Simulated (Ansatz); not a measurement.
A made-up structure of CH3FTe, closed shell:

```xyz
6
angstrom
F 0.1750 0.1646 -1.5546
C -0.0235 -0.4180 -0.2522
Te -0.9835 0.7676 0.8073
H 1.0163 -0.7461 0.1881
H -0.7602 -1.1946 -0.1488
H 0.5759 1.4265 0.9603
```

It is relaxed with PBE-D4/def2-SVP and then PBE0-D4/def2-TZVP (Ansatz 0.2.0). Atoms count as bonded within 1.22 times the sum of their covalent radii (H–H: 0.88 Å). The end point is not checked to be a true minimum.

(1) Does its bonding change? (Judge from chemistry; the calculation decides.)

## Answers

(1) Computed: No: no bond forms or breaks.

Where it ends: The first stage lowers the energy by 1.77 eV in 7 steps. It ends as CH₃FTe ([F][CH2][TeH]):
F1  (0.157, -0.054, -1.608)
C2  (-0.024, -0.503, -0.327)
Te3  (-0.904, 0.968, 0.962)
H4  (0.939, -0.795, 0.089)
H5  (-0.710, -1.352, -0.339)
H6  (0.542, 1.735, 1.223)
(Å)

Labels in which every atom is bracketed show which atoms are joined, not bond orders.

For scale, one of the runs: PBE0-D4/def2-TZVP relaxation, 130 basis functions, launched by `ansatz run in.yaml --threads 2 --pin off --events-out ev --progress --plain --max-ram 4352MiB`. Hardware: 2 CPU threads of an Arm Neoverse V2, shared host. Wall time about 15 s.
